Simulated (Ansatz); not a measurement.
`N[Si]1(O)OB1Cl`, 9 atoms. Total charge 0; spin multiplicity 1. All runs use 4 threads of an Arm Neoverse V1 on a shared host. Correlated methods freeze the cores.

Task: Give the basis size and wall time and peak host memory of each of these runs in Ansatz. RKS ωB97M-V/def2-SVP energy; RKS B3LYP-D4/def2-TZVPP energy and forces; RKS PBE0-D4/def2-QZVPP energy; RHF-CCSD(T)/def2-SVP energy; RKS CAM-B3LYP-D4/def2-TZVPP energy; RKS PBE0-D4/def2-SVP energy; RKS r2SCAN-D4/def2-TZVPP energy and forces; RKS PBE0-D4/def2-TZVP frequencies; RHF-MP2/def2-QZVPP energy; RKS ωB97M-V/def2-QZVPP energy; direct RPA on PBE orbitals/def2-TZVPP energy; RHF-CCSD(T)/def2-TZVPP energy. (Estimate.)

Result: The calculation gave: Other jobs shared the machine, so times are rough.

```json
{"level": "RKS PBE0-D4/def2-SVP", "job": "energy", "functions": "107", "wall time": "1.3 s", "peak host memory (GiB)": "0.46"}
{"level": "RKS CAM-B3LYP-D4/def2-TZVPP", "job": "energy", "functions": "250", "wall time": "4.7 s", "peak host memory (GiB)": "0.75"}
{"level": "direct RPA on PBE orbitals/def2-TZVPP", "job": "energy", "functions": "250", "wall time": "6.5 s", "peak host memory (GiB)": "0.55"}
{"level": "RKS ωB97M-V/def2-SVP", "job": "energy", "functions": "107", "wall time": "6.5 s", "peak host memory (GiB)": "0.46"}
{"level": "RKS r2SCAN-D4/def2-TZVPP", "job": "energy and forces", "functions": "250", "wall time": "6.5 s", "peak host memory (GiB)": "0.35"}
{"level": "RKS B3LYP-D4/def2-TZVPP", "job": "energy and forces", "functions": "250", "wall time": "6.5 s", "peak host memory (GiB)": "0.72"}
{"level": "RHF-CCSD(T)/def2-SVP", "job": "energy", "functions": "107", "wall time": "7 s", "peak host memory (GiB)": "0.46"}
{"level": "RKS PBE0-D4/def2-QZVPP", "job": "energy", "functions": "458", "wall time": "12 s", "peak host memory (GiB)": "1.7"}
{"level": "RKS ωB97M-V/def2-QZVPP", "job": "energy", "functions": "458", "wall time": "25 s", "peak host memory (GiB)": "2"}
{"level": "RHF-MP2/def2-QZVPP", "job": "energy", "functions": "458", "wall time": "26 s", "peak host memory (GiB)": "2.5"}
{"level": "RKS PBE0-D4/def2-TZVP", "job": "frequencies", "functions": "216", "wall time": "3.1 min", "peak host memory (GiB)": "0.58"}
{"level": "RHF-CCSD(T)/def2-TZVPP", "job": "energy", "functions": "250", "wall time": "3.8 min", "peak host memory (GiB)": "5.3"}
```

B3LYP here is the variant with VWN-RPA as its local correlation; programs differ in this.
